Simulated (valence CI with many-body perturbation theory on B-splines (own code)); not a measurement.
Questions on Au⁸⁺

Method: configuration interaction combined with many-body perturbation theory (CI+MBPT): three valence electrons over a frozen Dirac-Fock core [Xe] 4f14, radial functions for each j: 9 s, 9 p, 10 d, 8 f, 5 g, 3 h, 1 i, with the one-electron correlation potential Σ1, the two-electron term Σ2, the three-electron term Σ3, Breit, model QED; selected CI, second order for the rest, scaled by the run's own slope (own B-spline code, finite nucleus).

No measured levels were compared; by estimate terms of the open shell hold to 2 to 4 % of their energy, and close levels can change places; different configurations can be misplaced against each other by 1,000 to 8,000 cm⁻¹. Core correlation moves these levels by up to 15000 cm⁻¹, and in measured spectra 5 to 20 % of such shifts remained as error; rates that hang on mixing are uncertain with them. The list stops below the first excitations out of the core.

Names give the largest LS component (configuration and term), which can be under half, so a name can repeat, a term be missing and a line seem to break the LS rules; names also repeat where a configuration has a term twice.

Rates and lifetimes use the calculated energies. Strong lines usually hold to 10 to 20 %, long lifetimes can be off by a factor of two.

Question: What is the ground level?

Answer: 5d3 4F_3/2, composition 74 % 5d3 4F + 21 % 5d3 2D + 4 % 5d3 2P, g = 0.536.

Question: What is the ionisation energy?

Answer: 131.16 eV; NIST lists 130.1 ± 2.2 eV (theoretical).

Question: How is the term 4F of the ground level split?

Answer: J = 3/2 at 0.000, J = 5/2 at 1.527, J = 7/2 at 2.498 eV.

Question: Where does the other parity begin?

Answer: At 5d2.6p 4G°_5/2, 40.017 eV.

Question: How well does LS coupling describe the low levels?

Answer: Among the lowest 20 levels the leading LS term, summed over configurations, holds 73 % on average. For single configurations the figures are 72 % in LS and 82 % in jj coupling. Terms mix most in the J = 9/2 level at 2.932 eV, where the leading one holds 40 %.

Question: Among levels below 42.689 eV, which E1 lines absorb most strongly from the ground level?

Answer: to 5d2.6p 4F°_3/2 at 30.39 nm, f = 0.279; to 5d2.6p 4G°_5/2 at 30.98 nm, f = 0.0679; to 5d2.6p 4F°_5/2 at 29.05 nm, f = 0.0152.

Question: Name the longest-lived excited levels whose lifetime is computed, and their main decay.

Answer: 5d3 2G_9/2 at 2.932 eV lives 1.69 s, mostly by M1 to 5d3 4F_7/2; 5d3 4F_7/2 at 2.498 eV lives 70.2 ms, mostly by M1 to 5d3 4F_5/2; 5d3 4P_1/2 at 3.153 eV lives 43.1 ms, mostly by M1 to 5d3 4F_3/2.
